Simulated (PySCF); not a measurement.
C2H12O4Si3, SMILES [Si]([SiH2][Si](C)(O)O)(O)(O)C, GFN2-xTB optimised geometry.

```
21

Si     0.04     1.05     0.00
C      1.11     2.26    -1.02
O     -1.48     0.97    -0.59
O     -0.16     1.69     1.50
Si     0.77    -1.13     0.00
Si    -0.05    -2.43    -1.71
C     -1.92    -2.71    -1.78
O      0.49    -1.59    -3.01
O      0.53    -3.97    -1.76
H      0.72     3.28    -0.99
H      2.13     2.30    -0.66
H      1.14     1.96    -2.06
H     -2.09     1.68    -0.41
H      0.59     1.84     2.07
H      0.52    -1.78     1.31
H      2.26    -1.13     0.00
H     -2.45    -1.76    -1.78
H     -2.26    -3.28    -0.92
H     -2.22    -3.26    -2.67
H      0.25    -1.84    -3.90
H      1.46    -4.15    -1.76
```

Density from PySCF with CAM-B3LYP/def2-SVP at that geometry.

Minimum of the electron density along straight lines between bonded atoms, close to the bond critical point (lines longer than 1.1 times the sum of covalent radii, or with two minima, are not listed):

```
bond     length / Å  ρ at the minimum / e bohr⁻³  ∇²ρ there / e bohr⁻⁵  position (fraction from the first atom)
-------  ----------  ---------------------------  --------------------  ---------------------------------------
Si1–C2        1.911                        0.112                  0.31                                     0.38
Si1–O3        1.631                        0.129                  1.07                                     0.41
Si1–O4        1.647                        0.124                  1.00                                     0.41
Si6–C7        1.899                        0.114                  0.31                                     0.38
Si6–O8        1.643                        0.125                  1.02                                     0.41
Si6–O9        1.643                        0.125                  1.02                                     0.41
C2–H10        1.088                        0.270                 -0.96                                     0.63
C2–H11        1.086                        0.271                 -0.97                                     0.62
C2–H12        1.085                        0.273                 -0.99                                     0.63
O3–H13        0.954                        0.352                 -2.46                                     0.82
O4–H14        0.951                        0.356                 -2.48                                     0.82
Si5–H15       1.481                        0.111                  0.32                                     0.49
Si5–H16       1.486                        0.110                  0.32                                     0.49
C7–H17        1.086                        0.273                 -1.00                                     0.63
C7–H18        1.084                        0.273                 -0.99                                     0.63
C7–H19        1.087                        0.270                 -0.97                                     0.63
O8–H20        0.955                        0.353                 -2.43                                     0.82
O9–H21        0.953                        0.355                 -2.47                                     0.82
```
